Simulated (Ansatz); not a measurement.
Ansatz (a program for electronic structure) input:
A basis named .json is the Basis Set Exchange file of that set.

Ansatz 0.2 input:
```yaml
crystal:
  periodic: [false, false, false]
  atoms:
    - {symbol: Sc, position_ang: [0.00000000, -0.00000000, -0.00000000]}
    - {symbol: F, position_ang: [-1.57420057, -0.96457457, 0.08446231]}
    - {symbol: F, position_ang: [-0.00071631, 1.71041017, -0.70010140]}
    - {symbol: F, position_ang: [1.57491688, -0.74583560, 0.61563909]}
basis:
  gaussian:
    orbitals: def2-QZVPP.json
hamiltonian:
  xc: {name: PBE0}
```

Question: What final total energy does it print?

Answer: -1060.19003 Eh (PBE0/def2-QZVPP). The basis has 264 functions.
